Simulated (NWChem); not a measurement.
All runs are NWChem calculations. System: C2H5NOSi, charge 0, spin multiplicity 1, at a geometry optimised with PBE/def2-SVP. The structure started from a generated list of species. Level: B3LYP/def2-TZVP, VWN1-RPA local correlation.

Job file:

```
start mol
memory heap 200 mb stack 800 mb global 1000 mb
geometry units angstroms nocenter noautoz
  C     -1.322321    -0.497270     0.000000
  N     -0.482605    -1.464344     0.000000
  C      0.913711    -0.998903     0.000000
  Si     0.764213     0.914834     0.000000
  O     -0.972817     0.824992     0.000000
  H     -2.414805    -0.664931     0.000000
  H      1.447139    -1.405001     0.886414
  H      1.447139    -1.405001    -0.886414
  H      1.216981     1.647382    -1.229202
  H      1.216981     1.647382     1.229202
  symmetry group Cs
end
basis spherical
  * library def2-tzvp
end
dft
  xc b3lyp
  semidirect memsize 60000000 filesize 0
  iterations 100
end
task dft energy
```

Output (cleaned and shortened):

```
             Northwest Computational Chemistry Package (NWChem) 7.3.0
             --------------------------------------------------------

                                NWChem Input Module
                                -------------------

 Scaling coordinates for geometry "geometry" by  1.889725989
 (inverse scale =  0.529177249)

 Turning off AUTOSYM since
 SYMMETRY directive was detected!

                             Geometry "geometry" -> ""
                             -------------------------

 Output coordinates in angstroms (scale by  1.889725989 to convert to a.u.)

  No.       Tag          Charge          X              Y              Z
 ---- ---------------- ---------- -------------- -------------- --------------
    1 C                    6.0000    -1.32232100    -0.49727000     0.00000000
    2 N                    7.0000    -0.48260500    -1.46434400     0.00000000
    3 C                    6.0000     0.91371100    -0.99890300     0.00000000
    4 Si                  14.0000     0.76421300     0.91483400     0.00000000
    5 O                    8.0000    -0.97281700     0.82499200     0.00000000
    6 H                    1.0000    -2.41480500    -0.66493100     0.00000000
    7 H                    1.0000     1.44713900    -1.40500100     0.88641400
    8 H                    1.0000     1.44713900    -1.40500100    -0.88641400
    9 H                    1.0000     1.21698100     1.64738200    -1.22920200
   10 H                    1.0000     1.21698100     1.64738200     1.22920200

 Effective nuclear repulsion energy (a.u.)     225.7499246309

            Nuclear Dipole moment (a.u.)
            ----------------------------
        X                 Y               Z
 ---------------- ---------------- ----------------
    -0.0000264562    -0.0000056692     0.0000000000

      Symmetry information
      --------------------

 Group name             Cs
 Group number              2
 Group order               2
 No. of unique centers     8

      Symmetry unique atoms

     1    2    3    4    5    6    7    9


 Summary of "ao basis" -> "" (spherical)
 ------------------------------------------------------------------------------
       Tag                 Description            Shells   Functions and Types
 ---------------- ------------------------------  ------  ---------------------
 *                         def2-tzvp                  on all atoms

                                 NWChem DFT Module
                                 -----------------

 Summary of "ao basis" -> "ao basis" (spherical)
 ------------------------------------------------------------------------------
       Tag                 Description            Shells   Functions and Types
 ---------------- ------------------------------  ------  ---------------------
 C                         def2-tzvp                11       31   5s3p2d1f
 N                         def2-tzvp                11       31   5s3p2d1f
 Si                        def2-tzvp                13       37   5s5p2d1f
 O                         def2-tzvp                11       31   5s3p2d1f
 H                         def2-tzvp                 4        6   3s1p

 Summary of "ao basis" -> "ao basis" (spherical)
 ------------------------------------------------------------------------------
       Tag                 Description            Shells   Functions and Types
 ---------------- ------------------------------  ------  ---------------------
 C                         def2-tzvp                11       31   5s3p2d1f
[...]
           Coulomb energy =      458.027522984349
    Exchange-Corr. energy =      -49.181755665334
 Nuclear repulsion energy =      225.749924630937

 Numeric. integr. density =       46.000018569676

     Total iterative time =     41.5s

                  Occupations of the irreducible representations
                  ----------------------------------------------

                     irrep           alpha         beta
                     --------     --------     --------
                     a'               18.0         18.0
                     a"                5.0          5.0

                       DFT Final Molecular Orbital Analysis
                       ------------------------------------

 Vector   21  Occ=2.000000D+00  E=-3.491412D-01  Symmetry=a'
              MO Center= -1.8D-01,  2.9D-02,  1.1D-14, r^2= 2.8D+00
   Bfn.  Coefficient  Atom+Function         Bfn.  Coefficient  Atom+Function
  ----- ------------  ---------------      ----- ------------  ---------------
   136      0.259934   5 O  px               69     -0.218918   3 C  py
   139      0.217197   5 O  px              137     -0.209729   5 O  py
    72     -0.177313   3 C  py              140     -0.172040   5 O  py
    38     -0.142971   2 N  py              109      0.141264   4 Si py
   142      0.136965   5 O  px              143     -0.127079   5 O  py

 Vector   22  Occ=2.000000D+00  E=-2.730831D-01  Symmetry=a"
              MO Center= -4.2D-01, -4.9D-01, -7.4D-15, r^2= 2.9D+00
   Bfn.  Coefficient  Atom+Function         Bfn.  Coefficient  Atom+Function
  ----- ------------  ---------------      ----- ------------  ---------------
    39      0.293803   2 N  pz              138     -0.268090   5 O  pz
    42      0.246412   2 N  pz              141     -0.224894   5 O  pz
   144     -0.190087   5 O  pz               45      0.182057   2 N  pz
     8      0.174453   1 C  pz               11      0.151871   1 C  pz
   169     -0.107886   7 H  s               175      0.107886   8 H  s

 Vector   23  Occ=2.000000D+00  E=-2.684236D-01  Symmetry=a'
              MO Center= -1.2D-01, -1.1D+00,  7.2D-15, r^2= 2.6D+00
   Bfn.  Coefficient  Atom+Function         Bfn.  Coefficient  Atom+Function
  ----- ------------  ---------------      ----- ------------  ---------------
    38      0.322826   2 N  py               41      0.256141   2 N  py
    44      0.232968   2 N  py               35     -0.188007   2 N  s
   109      0.185571   4 Si py               69     -0.171769   3 C  py
    72     -0.144573   3 C  py               97     -0.119411   4 Si s
    34     -0.116858   2 N  s                36     -0.113455   2 N  s

 Vector   24  Occ=0.000000D+00  E=-1.640971D-02  Symmetry=a'
              MO Center=  1.1D+00,  9.5D-01,  1.2D-14, r^2= 4.2D+00
   Bfn.  Coefficient  Atom+Function         Bfn.  Coefficient  Atom+Function
  ----- ------------  ---------------      ----- ------------  ---------------
    67      1.079729   3 C  s               111     -1.027283   4 Si px
    98     -0.446461   4 Si s               164     -0.328522   6 H  s
    12     -0.314863   1 C  px              112      0.282967   4 Si py
    36     -0.277122   2 N  s               108     -0.270869   4 Si px
    75      0.253328   3 C  py              182      0.235408   9 H  s

 Vector   25  Occ=0.000000D+00  E=-2.146723D-03  Symmetry=a"
              MO Center= -8.5D-01, -7.1D-01, -1.4D-14, r^2= 2.8D+00
   Bfn.  Coefficient  Atom+Function         Bfn.  Coefficient  Atom+Function
  ----- ------------  ---------------      ----- ------------  ---------------
    14      0.561604   1 C  pz              170      0.440525   7 H  s
   176     -0.440525   8 H  s                45     -0.396861   2 N  pz
     8      0.351289   1 C  pz               11      0.344105   1 C  pz
    76     -0.301778   3 C  pz               39     -0.283362   2 N  pz
    42     -0.232482   2 N  pz              144     -0.188044   5 O  pz

 Vector   26  Occ=0.000000D+00  E= 2.174232D-02  Symmetry=a'
              MO Center=  9.5D-01,  4.2D-01, -4.5D-17, r^2= 6.5D+00
   Bfn.  Coefficient  Atom+Function         Bfn.  Coefficient  Atom+Function
  ----- ------------  ---------------      ----- ------------  ---------------
    67      3.165705   3 C  s               112      1.602749   4 Si py
   170     -1.062621   7 H  s               176     -1.062621   8 H  s
    98     -0.674361   4 Si s               182     -0.665749   9 H  s
   188     -0.665749  10 H  s               135      0.473371   5 O  s
   111      0.430288   4 Si px              109      0.302194   4 Si py

------------------------------------------------------------
EAF file 0: "./mol.aoints.0" size=524288 bytes
------------------------------------------------------------
               write      read    awrite     aread      wait
               -----      ----    ------     -----      ----
     calls:        1         9         0         0         0
   data(b): 5.24e+05  4.72e+06  0.00e+00  0.00e+00
   time(s): 0.00e+00  0.00e+00  0.00e+00  0.00e+00  0.00e+00
rate(mb/s): 0.00e+00  0.00e+00
------------------------------------------------------------

 center of mass
 --------------
 x =  -0.06308551 y =   0.00323489 z =   0.00000000

 moments of inertia (a.u.)
 ------------------
         334.938795882463         -54.003502153300           0.000000000000
         -54.003502153300         297.663156887948           0.000000000000
           0.000000000000           0.000000000000         599.539057314226

     Multipole analysis of the density
     ---------------------------------

     L   x y z        total         alpha         beta         nuclear
     -   - - -        -----         -----         ----         -------
     0   0 0 0     -0.000000    -23.000000    -23.000000     46.000000

     1   1 0 0      0.532285      0.266156      0.266156     -0.000026
     1   0 1 0      0.360324      0.180165      0.180165     -0.000006
     1   0 0 1     -0.000000     -0.000000     -0.000000      0.000000

     2   2 0 0    -24.934599    -94.351505    -94.351505    163.768411
     2   1 1 0     -0.158488    -14.956463    -14.956463     29.754438
     2   1 0 1      0.000000      0.000000      0.000000      0.000000
     2   0 2 0    -31.833370   -104.229725   -104.229725    176.626080
     2   0 1 1      0.000000      0.000000      0.000000      0.000000
     2   0 0 2    -27.799331    -22.101212    -22.101212     16.403094

 Task  times  cpu:       43.3s     wall:       43.3s

 Total times  cpu:       43.3s     wall:       43.3s
```
